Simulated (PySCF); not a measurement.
# Solvent effects on NMR parameters

Bonds (- single, = double, # triple, : aromatic): F1-C2, C2-C3, C3:C4, C4:N5, N5-Si6, N5:C7, C7:C8, C8-C9, C9-F10, C9-F11, C9-F12, C8:C3. C2 carries H13, H14; C4 carries H15; Si6 carries H16, H17, H18; C7 carries H19.

GIAO PBE0/pcSseg-1 in PySCF 2.14 on one PBE0-D3(BJ)/def2-SVP conformer, non-relativistic, equivalent nuclei averaged. Solvents enter as an IEF-PCM continuum (chloroform with ε = 4.7, methanol with ε = 32.6) around the gas-phase geometry. Shifts are referred to CFCl3, TMS computed in the same medium.

In chloroform, δ in ppm: F10/F11/F12 -73.8, F1 -262.1, C7 133.7, C3 130.6, C9 129.6, C4 127.3, C8 118.5, C2 82.1, Si6 -41.7, H19 7.23, H15 7.03, H13/H14 5.86, H16/H17/H18 5.05. Dipole moment 4.20 D.

**Question.** How does each δ change in the more polar medium?

**Answer.** 
```
      atoms                                              environment  Δδ, methanol
F10/F11/F12                                  fluorine of a CF3 group          +0.6
         F1                                fluorine on an sp3 carbon          -0.2
         C7                      aromatic CH next to a ring nitrogen          +1.0
         C3                              substituted aromatic carbon          -0.1
         C9                                               CF3 carbon          +0.4
         C4                      aromatic CH next to a ring nitrogen          +0.4
         C8                              substituted aromatic carbon          -0.4
         C2                 sp3 CH2 bonded to F, on an aromatic ring          +0.5
        Si6                                 silicon bonded to N, 3 H          +0.3
        H19       hydrogen on an aromatic CH next to a ring nitrogen         +0.11
        H15       hydrogen on an aromatic CH next to a ring nitrogen         +0.07
    H13/H14  hydrogen on an sp3 CH2 bonded to F, on an aromatic ring         +0.04
H16/H17/H18                        hydrogen on a silicon bonded to N         +0.01
```

Changes are relative to chloroform. The dipole moment becomes 4.37 D in methanol.

**Question.** Which nuclei move most (in ppm), and what does the model miss?

**Answer.** C7 (aromatic CH next to a ring nitrogen, +1.0 ppm) in methanol. A continuum only polarises the solute; specific hydrogen bonds, the anisotropy of aromatic solvents and changes of geometry or conformer are outside it.
